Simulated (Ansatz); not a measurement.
Input for Ansatz (a program for electronic structure): R-MP2/aug-cc-pV(T+d)Z on H3NSi (SMILES N[SiH]), atoms moved off the minimum. Files ending in .json are basis or fitting sets from the Basis Set Exchange.

Ansatz 0.2 input:
```yaml
crystal:
  periodic: [false, false, false]
  atoms:
    - {symbol: Si, position_ang: [-0.18409667, 0.32548492, 0.51029291]}
    - {symbol: H, position_ang: [-0.64446229, 1.46370704, -0.56989912]}
    - {symbol: N, position_ang: [0.43171822, -0.73055893, -0.70709810]}
    - {symbol: H, position_ang: [0.43836605, -0.50884552, -1.74454552]}
    - {symbol: H, position_ang: [0.71316839, -1.52993987, -0.38070799]}
basis:
  gaussian:
    orbitals: aug-cc-pV_T+d_Z.json
magnetization: {spin_polarized: false}
correlation: {method: mp2, electrons: outside_noble_gas}
scf: {lower_state_search: off}
output: {forces: true}
```

Output:

```
WARN ansatz: RAYON_NUM_THREADS=1 ignored (pool sized by the plan → 1); use --threads N
Functional definition: HF
these checks for a lower state are left out or cut short: starts, cluster_reference, orbital_swaps, neighbouring_geometries, increment
integrals: 0.20 GiB planned
970 factors; integrals over basis functions are off by at most 1.0e-3 eV
mean field: 0.35 GiB planned
mean field evaluation 1: about -9388.6430 eV, gradient 3.7e1 eV
mean field evaluation 2: about -9388.6436 eV, gradient 3.7e1 eV
mean field evaluation 4: about -9391.4817 eV, gradient 2.6e0 eV
mean field evaluation 8: about -9391.5152 eV, gradient 1.6e-4 eV
mean field -9391.51515970 eV, -345.1318163214 hartree, gradient 1.8e-6 eV, S^2 0.000000; 0 other end points of the search recorded, 0 dependent functions left out
6 core orbitals not correlated
reference -9391.51515970 eV, -345.1318163214 hartree; 6, 6 occupied and 158, 158 virtual orbitals, 970 factors
densities: 0.39 GiB planned
second order -9.00872763 eV of doubles, -0.00000000 eV of singles
the calculation of the forces begins
Total energy: -9400.52388732 eV, -345.4628809552 hartree
Atom 0 at    -0.184097     0.325485     0.510293 Å, force    -0.414048     1.001326    -1.326044 eV/Å
Atom 1 at    -0.644462     1.463707    -0.569899 Å, force     0.408543    -0.867193     0.993296 eV/Å
Atom 2 at     0.431718    -0.730559    -0.707098 Å, force    -2.427216     6.649305    -3.164435 eV/Å
Atom 3 at     0.438366    -0.508846    -1.744546 Å, force     0.144989    -0.928493     2.123881 eV/Å
Atom 4 at     0.713168    -1.529940    -0.380708 Å, force     2.287731    -5.854945     1.373303 eV/Å
Dipole moment:     0.127450    -0.237110    -0.253657 e Å
Checks for a lower state left out: starts, cluster_reference, orbital_swaps, neighbouring_geometries, increment
```

Self-consistency was reached.

Cost: roughly 4 core-seconds.
